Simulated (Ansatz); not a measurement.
Cost and result for the atomization energy of C3H9AlOS, SMILES `C[CH2][Al]([SH])[O]C` (15 atoms, 14 bonds).

```xyz
15

C    -2.3760   -0.1907    1.4050
C    -1.7043   -0.2743    0.0344
Al    0.2149    0.0414    0.0435
S     1.2406    0.4757    1.9337
O     1.0967   -0.0172   -1.3896
C     2.4165    0.1411   -1.8058
H    -1.9628   -0.9224    2.1043
H    -3.4524   -0.3752    1.3428
H    -2.2429    0.7932    1.8625
H    -1.8805   -1.2564   -0.4209
H    -2.1585    0.4422   -0.6607
H     2.4459    0.5900    1.3493
H     2.7756   -0.7759   -2.2850
H     3.0983    0.3747   -0.9770
H     2.4887    0.9538   -2.5364
```

The species carries charge 0 and has multiplicity 1. Geometry: relaxed with PBE0-D4/def2-TZVP. It is one conformer, not always the lowest. Program: Ansatz. All runs use 2 threads of an AMD EPYC 7R13 on a shared host and a share of an NVIDIA H100 80 GB. Times are those of one run each, without the atoms' runs, and a repeat can differ threefold. Electronic energies, without spin–orbit coupling; frozen cores. CCSD(T)/CBS adds CCSD(T) − MP2 in def2-TZVPP to the MP2 limit, and its time is that of the two runs behind it. T1 = 0.011. B3LYP takes the VWN-RPA correlation (the form of Gaussian; ORCA's B3LYP/G).

CCSD(T)/CBS is a level of theory with its own doubt, some kJ/mol a heavy atom from the limit and from the frozen cores, so smaller differences don't rank the functionals.

```tsv
level	functions	atomization (kcal/mol)	difference from CCSD(T)/CBS	per bond
CCSD(T)/CBS(def2)	–	1341.7	0.0	0.0
B3LYP-D4/def2-TZVPP (with forces)	334	1338.2	-3.5	-0.2
ωB97X-V/def2-TZVPP	334	1343.4	1.7	0.1
MP2/def2-QZVPP	638	1345.5	3.8	0.3
r2SCAN-D4/def2-TZVPP (with forces)	334	1345.2	3.5	0.2
PBE-D4/def2-TZVPP (with forces)	334	1358.8	17.1	1.2
ωB97M-V/def2-TZVPP (with forces)	334	1344.9	3.2	0.2
PBE0-D4/def2-TZVPP	334	1340.9	-0.8	-0.1
B2PLYP/def2-TZVPP	334	1325.1	-16.6	-1.2
CCSD(T)/def2-TZVPP	334	1309.0	-32.7	-2.3
```

Task: Order the runs by time, with rough figures. (Best estimate.)

Result: Computed: PBE0-D4/def2-TZVPP 2.4 s; PBE-D4/def2-TZVPP (with forces) 2.4 s; r2SCAN-D4/def2-TZVPP (with forces) 3.1 s; ωB97X-V/def2-TZVPP 3.3 s; B3LYP-D4/def2-TZVPP (with forces) 3.4 s; B2PLYP/def2-TZVPP 3.6 s; MP2/def2-QZVPP 4.6 s; ωB97M-V/def2-TZVPP (with forces) 6 s; CCSD(T)/def2-TZVPP 9 s; CCSD(T)/CBS(def2) 14 s.

The D4 term adds +11.7 kcal/mol with B3LYP and +6.3 kcal/mol with PBE0; it sums over pairs of atoms, weighted by their polarisabilities, and B3LYP, whose exchange is more repulsive, gets the larger term. In def2-TZVPP, CCSD(T) changes the Hartree–Fock value by +312.6 kcal/mol (the triples alone add +17.5 kcal/mol) and MP2 by +329.9 kcal/mol; breaking electron pairs costs correlation energy, which Hartree–Fock lacks. From PBE to PBE0 (25 % exact exchange), in def2-TZVPP and without D4, the atomization energy moves by −16.9 kcal/mol: exact exchange takes away binding that semilocal exchange gives to molecules.
